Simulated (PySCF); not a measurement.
## RhH₂: fields on a plane

Computed with PySCF, UPBE0, basis Rh def2-TZVP with ECP28, H def2-TZVP (scalar-relativistic core potentials, no spin–orbit coupling, density fitting).

The doublet minimum has Rh–H 1.522 Å (×2); H–Rh–H 81.8°.

The plane holds Rh1 at (0.00, 0.00), H2 at (1.52, 0.00), H3 at (0.22, 1.51) Å. Columns run from x = -1.95 to 3.75 Å, rows from y = 3.75 (top) to -1.95 Å, in steps of 0.3 Å. Other isomers or separated fragments may lie lower. Core electrons replaced by a potential are absent, the electrostatic potential uses the reduced nuclear charge, and values within about 0.7 Å of such atoms have no physical meaning.

**Question.** Give the electrostatic potential (V) (cut at 20 V). Every second row and column.

**Answer.** 
```
-0.1 -0.2 -0.3 -0.3 -0.4 -0.4 -0.4 -0.3 -0.3 -0.3
-0.1 -0.2 -0.3 -0.4 -0.4 -0.5 -0.5 -0.5 -0.4 -0.3
-0.1 -0.3 -0.4 -0.1  0.0 -0.5 -0.7 -0.6 -0.5 -0.4
 0.0 -0.3 -0.1  4.5  7.0 -0.1 -0.9 -0.8 -0.6 -0.4
 0.4  0.3  1.0 13.0 20.0  0.2 -1.1 -0.9 -0.7 -0.5
 1.1  2.5  9.1 20.0 19.6  2.7  0.9 -0.3 -0.6 -0.5
 1.9  5.5 20.0 20.0 20.0 13.8 20.0  1.8 -0.4 -0.4
 1.9  4.7 20.0 20.0 20.0  7.8  8.0  0.8 -0.4 -0.4
 1.5  2.7  6.1 12.3  7.8  1.4 -0.1 -0.4 -0.4 -0.3
 1.1  1.6  2.4  3.0  2.0  0.5 -0.2 -0.3 -0.3 -0.2
```

**Question.** Give the electron density (e/Å³) (cut at 5 e/Å³). Lower edges of the bins (e/Å³): '0' 0.000, '1' 0.030, '2' 0.076, '3' 0.151, '4' 0.268, '5' 0.455, '6' 0.750, '7' 1.218, '8' 1.960, '9' 3.136; top 5.00.

**Answer.** 
```
00000000000000000000
00000000000000000000
00000000000000000000
00000000000000000000
00000001100000000000
00000122211000000000
00001234421000000000
00012357642100000000
00012467643110000000
00123566643211000000
00135788754332100000
00136999975543100000
00147988986764210000
00147988986764210000
00137999975543100000
00135678754332100000
00012344432211000000
00001111111100000000
00000000000000000000
00000000000000000000
```

With open d or f shells other occupations or spin states may lie lower.
